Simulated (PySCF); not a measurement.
# What builds the second ionisation energy along the 4p block

All values are computed (PySCF 2.14, energy differences of UHF-based or UKS calculations, no spin-orbit coupling). Each column adds one step, in eV (sums use unrounded values): valence MP2, valence CCSD, valence triples, then the next inner shell at CCSD(T) (Ga 3s 3p 3d, Ge 3s 3p 3d, As 3s 3p 3d, Br 3s 3p 3d, Kr 3s 3p 3d). References (NIST) marked * lie between the lowest fine-structure levels; the others compare directly ((s) semi-empirical, (t) theoretical).

| element | UHF | + MP2 | + CCSD | + (T) | + inner shell | sum | reference |
| --- | --- | --- | --- | --- | --- | --- | --- |
| Ga [Ar] 3d10 4s2 → [Ar] 3d10 4s1 (aug-cc-pwCVDZ-PP with ECP10MDF, ECP) | 18.758 | 0.684 | 0.311 | 0.000 | 0.572 | 20.325 | 20.515 |
| Ge [Ar] 3d10 4s2 4p1 → [Ar] 3d10 4s2 (aug-cc-pwCVDZ-PP with ECP10MDF, ECP) | 15.230 | 0.179 | 0.083 | 0.015 | 0.070 | 15.577 | 15.789 |
| As [Ar] 3d10 4s2 4p2 → [Ar] 3d10 4s2 4p1 (aug-cc-pwCVDZ-PP with ECP10MDF, ECP) | 17.969 | 0.291 | 0.031 | 0.011 | 0.063 | 18.365 | 18.589 * |
| Br [Ar] 3d10 4s2 4p4 → [Ar] 3d10 4s2 4p3 (aug-cc-pwCVDZ-PP with ECP10MDF, ECP) | 20.163 | 0.471 | 0.031 | 0.015 | 0.061 | 20.741 | 21.409 |
| Kr [Ar] 3d10 4s2 4p5 → [Ar] 3d10 4s2 4p4 (aug-cc-pwCVDZ-PP with ECP10MDF, ECP) | 23.242 | 0.637 | -0.039 | 0.014 | 0.048 | 23.901 | 24.360 * |

Double-zeta sets recover only part of the correlation energy.

What remains against the references is mostly basis incompleteness and, for starred values, spin-orbit coupling.

**Question.** What share of the correlation contribution for Kr comes from the inner shell?

**Answer.** The four steps add to 0.660 eV, of which the inner shell gives 0.048 eV, or 7 %.
